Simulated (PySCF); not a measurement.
# Nonlinear optical response: SMILES O=c1c(Br)c1C=S, C₄HBrOS

Geometry:
```tsv
atom	x (Å)	y (Å)	z (Å)
O1	1.542	2.102	-0.401
C2	1.065	1.030	-0.189
C3	1.164	-0.377	0.111
Br4	2.050	-1.946	0.456
C5	-0.075	0.149	-0.036
C6	-1.492	-0.116	-0.021
S7	-2.115	-1.578	0.302
H8	-2.136	0.749	-0.241
```

Method used: PySCF, quadratic response CAM-B3LYP/def2-TZVPD first hyperpolarisability, Taylor convention, gas phase. Geometry: PBE0-D3(BJ)/def2-SVP.

The calculation is non-relativistic, which matters for the atoms heavier than Zn.

(1) Give β for the processes computed.

## Answers

(1) In 10⁻³⁰ esu, Taylor convention; the vector part is βᵢ = ⅓ Σⱼ (βᵢⱼⱼ + βⱼᵢⱼ + βⱼⱼᵢ); β∥ is 3/5 of the vector part along the dipole, the dipole points from − to +:
| process | λ (nm) | β vector norm | β∥ | β HRS | depolarisation ratio |
| --- | --- | --- | --- | --- | --- |
| static β(0;0,0) | ∞ | 7.85 | -4.13 | 3.19 | 5.32 |
| second harmonic β(−2ω;ω,ω) | 1907 | 8.92 | -4.63 | 3.63 | 5.28 |
| Pockels β(−ω;ω,0) | 1907 | 8.18 | -4.29 | – | – |
| Pockels β(−ω;ω,0) | 1064 | 9.01 | -4.67 | – | – |

Second harmonics within 0.3 eV of the first excitation or beyond it are left out.

Task: Which lowest excitations, dipole and polarisabilities go with it?

Result: S1 1.74 eV (f = 0.000); S2 3.08 eV (f = 0.000); S3 4.15 eV (f = 0.271); dipole 2.38 D; isotropic α 97.1 au static, 97.7 au at 1907 nm, 99.0 au at 1064 nm, 99.5 au at 953.5 nm.
